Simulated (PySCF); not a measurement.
**UHF on He (helium, neutral)**

Configuration: 1s2, closed-shell 1S. Computed with PySCF 2.14 in 6-31G* (2s, 2 functions), with no relativity, point nucleus.

```json
{"Total energy": "-2.855160 hartree", "One-electron energy": "-3.8821 hartree", "Hartree (Coulomb) energy": "2.0538 hartree", "Exchange energy": "-1.0269 hartree", "Kinetic energy": "2.85532 hartree", "⟨S²⟩": "0.0000", "⟨L²⟩": "0.000", "Sum of ⟨r⟩": "1.847 bohr", "Sum of ⟨r²⟩": "2.325 bohr²", "Density at the nucleus (Gaussians lack the cusp)": "2.95 bohr⁻³", "Langevin diamagnetic susceptibility": "-1.84 ×10⁻⁶ cm³/mol", "Time after the integrals": "0.02 s of wall time on 1 thread of Neoverse-V1 (shared host)"}
```

```tsv
shell	electrons	mean orbital energy (hartree)	rms radius, mean of both spins (bohr)
1s	2	-0.91413	1.08
```
